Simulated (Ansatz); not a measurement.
Molecule: HgI₂ (charge 0, singlet). 
Coordinates optimised at B3LYP-D3(BJ)/def2-TZVP (Ansatz, a quantum-chemistry and plane-wave program):
SMILES: [I][Hg][I]
```xyz
3

Hg     0.0000     0.0000     0.0000
I      0.0000     0.0000    -2.6116
I      0.0000     0.0000     2.6116
```

Property: atomisation energy (electronic, to ground-state atoms), in kcal/mol. Correlated levels leave the core frozen unless marked. Open shells are spin-unrestricted. Spin-orbit coupling is left out. Frozen are the shells of the preceding noble gas and the d and f shells that filled before the atom's block. Past Kr the def2 sets carry scalar-relativistic core potentials. The coupled-cluster limit lacks core correlation, which all-electron functionals hold. Basis-set limits of correlation are two-point, X^-3; Hartree-Fock from the larger set. [CCSD(T)-MP2]/basis is that difference in the basis named.

```tsv
level	program	atomisation energy (kcal/mol)	minus last row
HF/def2-SVPD	Ansatz	46.7	-32.9
HF/def2-TZVPP	Ansatz	49.6	-30.0
HF/def2-TZVPPD	Ansatz	49.8	-29.8
SVWN5/def2-TZVPD	Ansatz	101.8	22.2
PBE/def2-TZVPD	Ansatz	78.6	-1.0
B97M-V/def2-TZVPD	Ansatz	75.1	-4.5
B3LYP-D3(BJ)/def2-TZVPD	Ansatz + dftd3	73.6	-6.0
PBE0-D3(BJ)/def2-TZVP	Ansatz + dftd3	81.0	1.4
PBE0-D4/def2-TZVPD	Ansatz + dftd4	81.0	1.4
r2SCANh/def2-TZVPD	Ansatz	79.6	0.0
r2SCAN0-D4/def2-TZVPD	Ansatz + dftd4	79.4	-0.2
wB97X-V/def2-TZVPD	Ansatz	80.6	1.0
B2GP-PLYP-D3(BJ)/def2-TZVPD	Ansatz + dftd3	78.2	-1.4
RPA@PBE/def2-QZVPP	Ansatz	59.2	-20.4
MP2/def2-TZVPPD	Ansatz	71.0	-8.6
RI-MP2/def2-TZVPPD	Ansatz	70.9	-8.7
SCS-MP2/def2-SVP	Ansatz	52.2	-27.4
CCSD/def2-SVPD	Ansatz	59.6	-20.0
RI-MP2/CBS(def2-TZVPPD,def2-QZVPPD)+[CCSD(T)-MP2]/def2-SVPD	Ansatz	80.3	0.7
RI-MP2/CBS(def2-TZVPP,def2-QZVPP)+[CCSD(T)-MP2]/def2-TZVPP	Ansatz	79.8	0.2
RI-MP2/CBS(def2-TZVPPD,def2-QZVPPD)+[CCSD(T)-MP2]/def2-TZVPPD	Ansatz	79.6	0.0
```
